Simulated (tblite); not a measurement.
Species: C₉H₁₄Ge.
SMILES: `[CH3][Ge]([CH3])([CH3])[c]1ccccc1`

Computed with GFN2-xTB (tblite): harmonic, unscaled wavenumbers at the GFN2-xTB geometry, gas phase. Errors from tens to a few hundred cm⁻¹ against measured bands are possible.

Question: How many normal modes are there?

Answer: 24 atoms, non-linear: 3N − 6 = 66.

Question: What is the point group of the computed structure, and how do the modes divide by symmetry?

Answer: Cs. The vibrations span 40 a′ + 26 a″.

Question: How many distinct wavenumbers does the calculation give?

Answer: 66: Cs has no degenerate species.

Question: How many fundamentals are allowed in the infrared by symmetry?

Answer: 66 of 66: in Cs every mode is allowed. All fundamentals are allowed in the Raman spectrum.

Hardware: one thread of an Arm Neoverse V1, no GPU, on a shared host. Cost: 1.3 s wall. This covers the Hessian and the dipole derivatives.

The values belong to the conformer `[CH3:1][Ge:2]([CH3:3])([CH3:4])[c:5]1[cH:6][cH:7][cH:8][cH:9][cH:10]1`: C1–Ge2–C5–C6 -1°.
